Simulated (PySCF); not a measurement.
## Telling isomers of C₇H₁₂OSi apart by NMR

Level of theory: shielding tensors at PBE0/pcSseg-1 (GIAO), geometry from GFN2-xTB, in PySCF 2.14.0 with density-fitted response routines (one averaged value for each set of equivalent atoms, relativity neglected, no solvent, a single conformation).

Chemical shifts δ = σref − σ; TMS for 1H (σ = 31.72 ppm) and 13C (σ = 186.93 ppm), all at this level. Where no couplings were computed, multiplicities follow the n + 1 count of equivalent neighbours, and m marks all less simple cases (inequivalent or close neighbours, rings, F or P nearby). Shifts are as computed. Against solution values, carbons near 30 ppm lie about +3 ppm off and those near 130 ppm about +5 ppm. Of 1211 compounds with measured shifts, 218 miss one by over three times the rms of a fit or turn the order of signals round; such compounds aren't used in these exercises. OH and NH positions are gas-phase values without hydrogen bonding to other molecules.

(1) Tabulate the signals of `CC(C)OC1=CC=C[SiH2]1`, `C#C[Si@]1(C)C[C@H](CO)C1` and their relative energies.

(2) What is the quickest way to tell CC(C)OC1=CC=C[SiH2]1 from C#C[Si@]1(C)C[C@H](CO)C1?

Results:

(1) 
```json
{"SMILES": "CC(C)OC1=CC=C[SiH2]1", "carbon types": "1×C 4×CH 2×CH3", "δC": "180.3, 159.5, 124.5, 112.3, 82.7, 25.0", "δH": "7.24 (m, 1H), 6.25 (d, 1H), 5.26 (m, 1H), 4.64 (m, 2H), 3.66 (sept, 1H), 1.30 (d, 6H)", "E rel. (kcal/mol)": "0.0"}
{"SMILES": "C#C[Si@]1(C)C[C@H](CO)C1", "carbon types": "1×C 2×CH 3×CH2 1×CH3", "δC": "106.6, 91.1, 73.0, 34.8, 21.0, 1.2", "δH": "3.83 (d, 2H), 2.43 (m, 1H), 2.18 (s, 1H), 1.70 (m, 2H), 1.60 (m, 2H), 1.12 (br s, 1H), 0.42 (s, 3H)", "E rel. (kcal/mol)": "12.1"}
```

Energies are electronic energies at PBE0/pcSseg-1 on these geometries, without zero-point or thermal terms, each for the one conformer computed, which needn't be the lowest.

(2) Both give the same number of carbon signals, but DEPT or the intensities differ. The first has an alkene carbon bearing oxygen (C) at 180.3 ppm, the second an alkyne carbon (C) at 91.1 ppm. Their most deshielded carbons lie at 180.3 and 106.6 ppm. In the proton spectra the most deshielded non-exchanging signals are 7.24 (m, 1H) and 3.83 (d, 2H).
